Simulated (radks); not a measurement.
Values are calculated unless marked as measured or tabulated.
Initial-state core-level shifts of the ytterbium ion Yb+ when its valence configuration changes from [Xe] 4f14 6s1. Level of theory: Dirac Kohn-Sham, PBE, spin-unpolarised, spherical densities, finite nucleus; open shells are shared between the two j in proportion to 2j + 1; Fermi nuclear charge, rms radius 5.3108 fm (a radial shooting solver on a logarithmic mesh with Libxc functionals). Shifts are changes of the shell-averaged eigenvalues in eV (positive: less bound); the change of the density at the nucleus, which sets a Mossbauer isomer shift, is in e/bohr^3, on a base of 1.027e+06.

valence                    1s       2p       3s       3p  density at nucleus
4f12 6s1 6p2          -22.136  -23.281  -25.038  -25.004              +128.5
4f12 5d1 6s1 6p1      -18.107  -19.133  -20.962  -20.928              +111.8
4f13 5d1 6s1           -6.754   -7.168   -7.983   -7.969               +45.0
4f11 6s2 6p2          -33.877  -35.818  -38.778  -38.720              +291.9
4f14 5d1               +1.278   +1.345   +1.312   +1.312               -48.9
4f13.5 5d0.5 6s1       -3.259   -3.451   -3.826   -3.820               +21.3
4f11.5 5d1.5 6s1 6p1  -22.276  -23.600  -26.045  -25.999              +141.8
4f14 6p1               -1.482   -1.460   -1.437   -1.438               -47.0
4f14 5d0.5 6p0.5       -0.027   +0.020   +0.011   +0.012               -48.2
